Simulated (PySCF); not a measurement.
## Electron correlation in Rh (rhodium, neutral)

[Kr] 4d7 5s1 6s1, high-spin 6F determinant (an excited configuration). Computed with PySCF 2.14 in x2c-TZVPPall with one added diffuse shell each of s, p, d, f type (9s7p7d3f1g, 95 functions), with scalar relativity by spin-free X2C-1e. Frozen: [Ar] 3d10; 17 electrons correlated.

MP2 pair energies summed by pair of shells (mhartree):

```tsv
pair	energy	share (%)
4p-4d	-169.22	34.8
4d-4d	-153.97	31.6
4p-4p	-58.12	11.9
4d-5s	-30.89	6.3
4s-4p	-27.14	5.6
4s-4d	-26.19	5.4
4p-5s	-10.01	2.1
4s-4s	-4.40	0.9
4d-6s	-3.09	0.6
5s-6s	-1.99	0.4
4p-6s	-0.82	0.2
4s-5s	-0.75	0.2
4s-6s	-0.06	0.0
```

Total MP2 correlation energy: -486.64 mhartree.

Same-spin part -166.42 and opposite-spin part -320.22 mhartree; SCS-MP2 scales them by 1/3 and 6/5 to -439.74 mhartree.

This basis was not built for core-valence correlation, so the inner-shell part is incomplete.
